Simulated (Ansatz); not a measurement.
Species: C₂H₈ClSi₂, charge 0, multiplicity 2. It need not be the lowest isomer of its formula. 
Structure (B3LYP-D3(BJ)/def2-TZVP (Ansatz, a first-principles code) minimum search):
```xyz
13

C     -1.8581     1.4813     0.1570
Si    -0.7728     0.3605     1.1229
C     -1.4425    -1.3921     1.2024
Si     1.3222     0.2931     0.0482
Cl     1.0295    -0.5963    -1.8170
H     -2.4007     1.1445    -0.7195
H     -1.9270     2.5455     0.3510
H     -0.5529     0.9159     2.4850
H     -1.5464    -1.8025     0.1964
H     -0.7692    -2.0420     1.7640
H     -2.4210    -1.4125     1.6850
H      1.9024     1.6345    -0.1906
H      2.3258    -0.5316     0.7647
```
Charge 0, spin multiplicity 2.

Total electronic energies in hartree. Cores are frozen in the correlated levels unless marked. Open shells are spin-unrestricted. Spin-orbit coupling is left out. Non-relativistic. CBS(X,Y): correlation extrapolated as X^-3; Hartree-Fock from the larger set.

| level | program | energy (Eh) |
|---|---|---|
| HF/cc-pV(Q+d)Z | Ansatz | -1117.88262 |
| RI-HF/cc-pV(T+d)Z | Ansatz | -1117.86731 |
| B3LYP/def2-TZVPD | Ansatz | -1120.34196 |
| PBE0-D4/def2-TZVPD | Ansatz + dftd4 | -1119.79319 |
| r2SCANh/def2-TZVPD | Ansatz | -1120.14152 |
| B2GP-PLYP/def2-TZVPD | Ansatz | -1119.67141 |
| B2PLYP-D3(BJ)/def2-TZVPD | Ansatz + dftd3 | -1119.82871 |
| CCSD/cc-pV(T+d)Z | Ansatz | -1118.69944 |
| CCSD(T)/CBS(cc-pV(T+d)Z,cc-pV(Q+d)Z) | Ansatz | -1118.8425 |

Totals of different functionals don't rank their quality; only differences between species are comparable.
